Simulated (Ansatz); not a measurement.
Cartesian coordinates in Å:
```
O 0.6960 0.8749 0.5206
Ge 0.0066 -0.2788 -0.6208
F -1.3308 0.5494 -1.3253
F -0.6645 -1.6069 0.2722
H 1.2927 0.4614 1.1534
```

The species carries charge 0 and has multiplicity 2.

Problem. List the PBE0/def2-TZVPP orbital energies in eV (Ansatz 0.2.0). (Estimate.)

Solution. Computed: α occupied: -10862.05, -1360.13, -1209.97, -1209.94, -1209.93, -673.93, -673.90, -523.87, -173.03, -122.86, -122.80, -122.76, -36.15, -35.97, -35.71, -35.60, -35.59, -32.88, -32.22, -28.76, -16.74, -14.56, -13.57, -12.73, -12.43, -11.98, -11.75, -11.57, -10.41, -7.89. α empty: 0.20, 0.62, 1.01, 2.48, 5.94, 6.51, 6.70, 7.37. β occupied: -10862.01, -1360.10, -1209.93, -1209.93, -1209.91, -673.83, -673.80, -523.72, -172.94, -122.77, -122.74, -122.71, -36.07, -35.88, -35.56, -35.52, -35.52, -32.64, -31.99, -28.42, -16.33, -14.24, -13.13, -12.41, -12.27, -11.79, -11.65, -11.02, -10.19. β empty: -4.22, 0.60, 1.30, 1.56, 2.90, 6.45, 6.96, 7.01. ⟨S²⟩ = 0.753.
